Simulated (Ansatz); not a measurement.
Input file for Ansatz (a program for electronic structure): R-CCSD(T)/cc-pV(D+d)Z on CH5AlFN (SMILES [CH3][Al]([NH2])[F]), a point of a torsion scan. Files ending in .json are basis or fitting sets from the Basis Set Exchange.

Ansatz 0.2 input:
```yaml
crystal:
  periodic: [false, false, false]
  atoms:
    - {symbol: C, position_ang: [-1.54493868, -0.20456208, 0.05721981]}
    - {symbol: Al, position_ang: [0.25227207, 0.58431787, -0.22836229]}
    - {symbol: N, position_ang: [1.51759595, 0.78771960, 1.00173124]}
    - {symbol: F, position_ang: [0.64726959, 1.13102985, -1.74165394]}
    - {symbol: H, position_ang: [-1.99339160, -0.52503555, -0.88596269]}
    - {symbol: H, position_ang: [-1.50017211, -1.06851694, 0.72128485]}
    - {symbol: H, position_ang: [-2.23105634, 0.50969221, 0.51574000]}
    - {symbol: H, position_ang: [1.47451581, 0.52370101, 1.97479053]}
    - {symbol: H, position_ang: [2.41179768, 1.22601264, 0.82174412]}
basis:
  gaussian:
    orbitals: cc-pV_D+d_Z.json
magnetization: {spin_polarized: false}
correlation: {method: ccsd_t, electrons: outside_noble_gas}
scf: {lower_state_search: off}
```

Question: What total energy does the run end on?

Answer: -437.3414 hartree (reference determinant -436.7244, T1 diagnostic 0.012).
